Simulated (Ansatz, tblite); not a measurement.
Spin states of the cluster Cd4⁻, each relaxed with PBE0/def2-SVPD in Ansatz. Electronic energies in the gas phase.

In the def2 sets Cd takes a core potential; there is no spin–orbit coupling. The xTB rows come from tblite. B3LYP takes the VWN-RPA correlation. Correlated methods freeze no core orbitals; core or outer-core shells of Cd are correlated, in sets that lack core-valence functions. HOMO above LUMO, or a gap near zero within one spin, warns that the state may not be the lowest or that an electron is smeared out. The structure comes from a short search, and lower isomers may exist.

Doublet geometry (D2h within 0.1 Å):

```csv
atom,x (Å),y (Å),z (Å)
Cd1,-1.249,-0.187,0.812
Cd2,1.252,0.187,-0.808
Cd3,-0.132,2.781,0.439
Cd4,0.129,-2.780,-0.443
```

Quartet geometry:

```xyz
4

Cd   -1.087    1.636   -0.499
Cd    1.087   -1.636    0.499
Cd    1.612    0.704   -1.013
Cd   -1.612   -0.704    1.013
```

⟨S²⟩: doublet 0.75 at PBE0/def2-TZVPD (pure 0.75), quartet 3.77 at PBE0/def2-TZVPD (pure 3.75).

Run but left out: MP2/def2-TZVPD (quartet: ⟨S²⟩ 3.93, where a pure state has 3.75).

Only these spin states were relaxed. The quartet has other bonds than the doublet, so the gap mixes isomer and spin.

| level | quartet − doublet (kJ/mol) | lowest of these | remarks |
| --- | --- | --- | --- |
| GFN1-xTB | 420.4 | doublet | – |
| GFN2-xTB | 466.0 | doublet | – |
| HF/def2-TZVPD | 90.8 | doublet | spin-contaminated (⟨S²⟩ 3.93) (quartet) |
| PBE/def2-TZVPD | 142.8 | doublet | HOMO above zero (doublet), HOMO above zero (quartet), gap within one spin near zero (quartet) |
| revPBE/def2-TZVPD | 146.2 | doublet | HOMO above zero (doublet), HOMO above zero (quartet) |
| BLYP/def2-TZVPD | 169.9 | doublet | HOMO above zero (doublet), HOMO above zero (quartet), gap within one spin near zero (quartet) |
| r2SCAN/def2-TZVPD | 120.7 | doublet | HOMO above zero (doublet), HOMO above zero (quartet) |
| B3LYP/def2-TZVPD | 159.6 | doublet | HOMO above zero (doublet), HOMO above zero (quartet) |
| PBE0/def2-TZVPD | 130.4 | doublet | HOMO above zero (doublet), HOMO above zero (quartet) |
| BHLYP/def2-TZVPD | 146.1 | doublet | HOMO above zero (doublet) |
| CAM-B3LYP/def2-TZVPD | 152.4 | doublet | – |
| RPA@PBE/def2-TZVPD | 140.0 | doublet | – |

Change of the quartet − doublet gap on mixing in exact exchange, in kJ/mol: PBE to PBE0 (25 % exact exchange) -12.4; BLYP to B3LYP (20 % exact exchange) -10.3; BLYP to BHLYP (50 % exact exchange) -23.8.

The xTB methods have no term that favours high spin, so they put low spin too low.
